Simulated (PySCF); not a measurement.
Vertical excitations of a molecule C2H5ClGe from TDA-PBE0/def2-SVPD (PySCF), as energy in eV (oscillator strength): 6.61 (0.007), 6.65 (0.002), 6.93 (0.007), 6.97 (0.011), 7.02 (0.079), 7.43 (0.000), 7.48 (0.001), 7.67 (0.335), 7.94 (0.032), 7.96 (0.093). Lowest triplet (TDA): 4.20 eV. The structure is a stationary point at r2SCAN-D4/def2-SVP. One conformer was computed; it need not be the lowest.

**Question.** Which molecule gave these data?
A) C=[CH][GeH2][Cl]
B) Cl/C=[CH]/[GeH3]
C) C=[C](Cl)[GeH3]

**Answer.** A, C=[CH][GeH2][Cl]
